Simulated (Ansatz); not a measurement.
System: CH7BO2Si, charge 0, multiplicity 1. 
Structure (B3LYP-D3(BJ)/def2-TZVP (Ansatz, an electronic-structure program) minimum search):
```
Si
H 1 1.4863
H 1 1.4863 2 107.24
C 1 1.8886 2 109.17 3 -118.15
H 4 1.0911 1 111.28 2 58.47
H 4 1.0928 5 107.45 1 -121.93
H 4 1.0928 5 107.45 6 -116.15
B 1 2.0350 2 110.24 3 120.03
O 8 1.3612 1 119.04 2 -59.10
H 9 0.9670 8 112.88 1 180.00
O 8 1.3731 9 117.44 10 0.00
H 11 0.9610 8 114.50 9 -180.00
```

Property: vertical triplet-singlet gap (E(triplet) - E(singlet); each state is the SCF solution reached for its spin), in kcal/mol. Valence correlation only, unless marked. Open shells are spin-unrestricted. No spin-orbit coupling. Non-relativistic. CBS marks a two-point X^-3 extrapolation of the correlation energy; Hartree-Fock from the larger set. The bracket is a focal-point correction in the basis named.

```csv
level,program,vertical triplet-singlet gap (kcal/mol)
PBE/def2-TZVPD,Ansatz,118.9
r2SCAN/def2-TZVPD,Ansatz,…
B3LYP/def2-TZVPD,Ansatz,…
PBE0/def2-TZVPD,Ansatz,122.9
BHLYP/def2-TZVPD,Ansatz,130.3
CAM-B3LYP/def2-TZVPD,Ansatz,128.8
wB97X-V/def2-TZVPD,Ansatz,131.7
SCS-MP2/aug-cc-pV(D+d)Z,Ansatz,137.4
CCSD/aug-cc-pV(T+d)Z,Ansatz,…
"RI-MP2/CBS(aug-cc-pV(T+d)Z,aug-cc-pV(Q+d)Z)+[CCSD(T)-MP2]/aug-cc-pV(T+d)Z",Ansatz,…
```

**Question.** Fill in the missing entries.

**Answer.** 
- r2SCAN/def2-TZVPD, vertical triplet-singlet gap (kcal/mol): 119.1
- B3LYP/def2-TZVPD, vertical triplet-singlet gap (kcal/mol): 125.8
- CCSD/aug-cc-pV(T+d)Z, vertical triplet-singlet gap (kcal/mol): 132.5
- RI-MP2/CBS(aug-cc-pV(T+d)Z,aug-cc-pV(Q+d)Z)+[CCSD(T)-MP2]/aug-cc-pV(T+d)Z, vertical triplet-singlet gap (kcal/mol): 133.2
